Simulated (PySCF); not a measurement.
C3H4FNSi, SMILES [Si@@H]1(F)N=CC=C1. Atoms are numbered in the order given.

```xyz
10

F      2.0103     0.1628    -0.6519
Si     0.7588    -0.1391     0.3570
C     -0.4710     1.2816     0.5143
C     -1.6420     0.7367     0.0965
C     -1.5287    -0.6962    -0.3678
N     -0.3925    -1.3087    -0.3533
H      1.3322    -0.6452     1.6432
H     -0.3859     2.3120     0.8875
H     -2.6157     1.2566     0.0769
H     -2.4490    -1.2128    -0.7239
```

Geometry optimised at PBE-D3(BJ)/def2-SVP. The structure was generated by enumeration; whether it is a known compound was not checked.

Method: PBE-D3(BJ)/def2-SVP run with PySCF.

Frequencies are harmonic and unscaled.

```tsv
mode	ν (cm⁻¹)	IR (km/mol)	moving atoms (share of kinetic energy)
1	134	0.7	F 37 %, C 27 %, Si 15 %, H 13 %, N 8 %
2	219	3.6	F 41 %, C 21 %, Si 15 %, H 14 %, N 9 %
3	388	10.3	C 42 %, F 20 %, N 16 %, Si 11 %, H 11 %
4	440	3.5	C 39 %, H 32 %, N 23 %
5	493	31.0	Si 41 %, C 27 %, N 20 %, H 11 %
6	630	9.6	C 48 %, Si 32 %, N 14 %
7	685	41.6	H 74 %, C 20 %
8	704	12.0	H 74 %, N 14 %, C 11 %
9	722	44.7	N 34 %, C 28 %, H 22 %, Si 12 %
10	803	29.9	H 78 %, F 16 %
11	839	47.9	C 39 %, H 34 %, N 15 %, Si 9 %
12	901	174.0	Si 34 %, F 27 %, C 16 %, H 16 %
13	924	61.5	C 58 %, H 27 %, Si 10 %
14	936	31.9	H 67 %, C 21 %
15	975	0.8	H 66 %, C 33 %
16	1042	22.2	H 85 %, C 11 %
17	1255	11.9	H 67 %, C 32 %
18	1313	10.2	H 74 %, C 18 %, N 9 %
19	1531	34.1	C 85 %, N 11 %
20	1623	31.2	C 65 %, N 29 %
21	2206	100.9	H 97 %
22	2986	54.5	H 92 %, C 8 %
23	3092	15.0	H 92 %, C 8 %
24	3159	0.3	H 91 %, C 9 %
```
